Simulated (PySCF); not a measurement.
Input for PySCF: D3(BJ) and D4 dispersion corrections on F5HMo (SMILES [F][MoH]([F])([F])([F])[F]).

```python
from pyscf import gto
from pyscf.dispersion import dftd3, dftd4

mol = gto.M(
    atom='''
    Mo    0.07001968   -0.04382369    0.02355899
    F     1.82336390    0.50180683   -0.11926234
    F     0.36385730   -0.88595120    1.63502913
    F    -1.03968540   -1.49957292   -0.20357797
    F    -0.19266304    1.48369264    1.01338014
    F     0.28681826   -0.23908762   -1.79773422
    H    -1.31161071    0.68283595   -0.55139374
    ''',
    basis='def2-svp',
    charge=0, spin=0, verbose=0, max_memory=1800)
d3, d4 = {}, {}
for xc in ['hf', 'pbe', 'blyp', 'revpbe', 'tpss', 'r2scan', 'b3lyp', 'pbe0', 'bhlyp', 'camb3lyp', 'b2plyp']:
    d3[xc] = float(dftd3.DFTD3Dispersion(mol, xc=xc, version='d3bj', atm=False).get_dispersion()['energy'])
    print(f'D3(BJ) {xc:10s} {d3[xc]:14.8f} Eh')
for xc in ['hf', 'pbe', 'blyp', 'revpbe', 'tpss', 'r2scan', 'b3lyp', 'pbe0', 'bhlyp', 'camb3lyp', 'b2plyp']:
    d4[xc] = float(dftd4.DFTD4Dispersion(mol, xc={'camb3lyp': 'cam-b3lyp'}.get(xc, xc), atm=True).get_dispersion()['energy'])
    print(f'D4     {xc:10s} {d4[xc]:14.8f} Eh')
```

Output:

```
D3(BJ) hf            -0.04566962 Eh
D3(BJ) pbe           -0.00477133 Eh
D3(BJ) blyp          -0.01075223 Eh
D3(BJ) revpbe        -0.01183840 Eh
D3(BJ) tpss          -0.00610155 Eh
D3(BJ) r2scan        -0.00124152 Eh
D3(BJ) b3lyp         -0.00889831 Eh
D3(BJ) pbe0          -0.00419986 Eh
D3(BJ) bhlyp         -0.00748156 Eh
D3(BJ) camb3lyp      -0.00395170 Eh
D3(BJ) b2plyp        -0.00435229 Eh
D4     hf            -0.01841455 Eh
D4     pbe           -0.00510241 Eh
D4     blyp          -0.01130783 Eh
D4     revpbe        -0.01567726 Eh
D4     tpss          -0.00686929 Eh
D4     r2scan        -0.00120401 Eh
D4     b3lyp         -0.00824094 Eh
D4     pbe0          -0.00426350 Eh
D4     bhlyp         -0.00628512 Eh
D4     camb3lyp      -0.00429719 Eh
D4     b2plyp        -0.00352401 Eh
```

The run finished.

Cost: very roughly 0.010 core-seconds.
